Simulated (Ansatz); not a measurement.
Isolated molecules relaxed with PBE0-D4/def2-TZVP in Ansatz; ΔE leaves out vibrations. CCSD(T)/CBS adds triple-zeta CCSD(T) − MP2 to the extrapolated MP2 energy (def2 sets, frozen cores). DFT in def2-TZVPP. B3LYP here is the variant with VWN-RPA as its local correlation; programs differ in this. One conformer a species, not always the lowest.

`CSS[SiH2][SiH3]` + `C[SiH2][SiH](O)O` → `O[SiH](O)[SiH2][SiH3]` + `C[SiH2]SSC`  (redistribution)

`CSS[SiH2][SiH3]`:

Z-matrix (Å, degrees):
```
C
S 1 1.800
H 1 1.090 2 111.0
H 1 1.093 2 105.9 3 118.4
H 1 1.089 2 110.8 3 -123.1
S 2 2.058 1 102.0 3 62.0
Si 6 2.151 2 97.2 1 -89.5
Si 7 2.338 6 110.9 2 -66.3
H 7 1.491 6 105.8 2 173.8
H 7 1.489 6 109.1 2 57.3
H 8 1.489 7 109.9 6 177.8
H 8 1.485 7 110.9 6 57.3
H 8 1.487 7 108.9 6 -63.1
```

`C[SiH2][SiH](O)O`:

Z-matrix (Å, degrees):
```
C
Si 1 1.877
H 1 1.092 2 110.9
H 1 1.092 2 110.2 3 119.6
H 1 1.092 2 111.0 3 -120.3
Si 2 2.337 1 111.1 3 -61.2
H 2 1.490 1 110.4 3 178.0
H 2 1.492 1 110.4 3 59.2
O 6 1.650 2 108.7 1 -170.5
O 6 1.649 2 105.1 1 -49.2
H 6 1.498 2 114.7 1 69.8
H 9 0.958 6 117.8 2 -147.4
H 10 0.958 6 118.6 2 170.9
```

`O[SiH](O)[SiH2][SiH3]`:

```xyz
13

O    -2.353    0.256    1.726
Si   -1.334   -0.407    0.616
O    -1.834   -0.167   -0.936
Si    0.816    0.523    0.652
Si    2.030   -0.163   -1.224
H    -2.406    1.213    1.760
H    -1.358   -1.853    0.957
H    -2.668   -0.560   -1.202
H     0.712    2.012    0.666
H     1.518    0.107    1.900
H     1.405    0.383   -2.457
H     2.030   -1.649   -1.304
H     3.441    0.304   -1.153
```

`C[SiH2]SSC`:

Cartesian coordinates in Å:
```
C -0.702 -0.695 -2.102
Si 0.156 0.688 -1.201
S -0.990 1.388 0.477
S -0.898 -0.343 1.588
C 0.591 -0.081 2.565
H -1.659 -0.357 -2.506
H -0.885 -1.530 -1.424
H -0.081 -1.051 -2.929
H 0.327 1.883 -2.073
H 1.490 0.250 -0.710
H 1.466 0.016 1.923
H 0.699 -0.968 3.193
H 0.485 0.800 3.198
```

```csv
level,ΔE (kJ/mol),difference from CCSD(T)/CBS
PBE-D4,-19.6,-0.5
B3LYP-D4,-18.2,0.9
B3LYP,-18.7,0.4
HF/def2-TZVPP,-18.3,0.8
MP2/def2-TZVPP,-20.6,-1.5
SCS-MP2/def2-TZVPP,-19.3,-0.2
CCSD(T)/def2-TZVPP,-20.2,-1.1
SCS-MP2/def2-QZVPP,-18.7,0.4
MP2/CBS(def2),-19.5,-0.4
CCSD/CBS(def2),-18.7,0.4
CCSD(T)/CBS,-19.1,0
```

Largest T1 diagnostic among the species: 0.013.
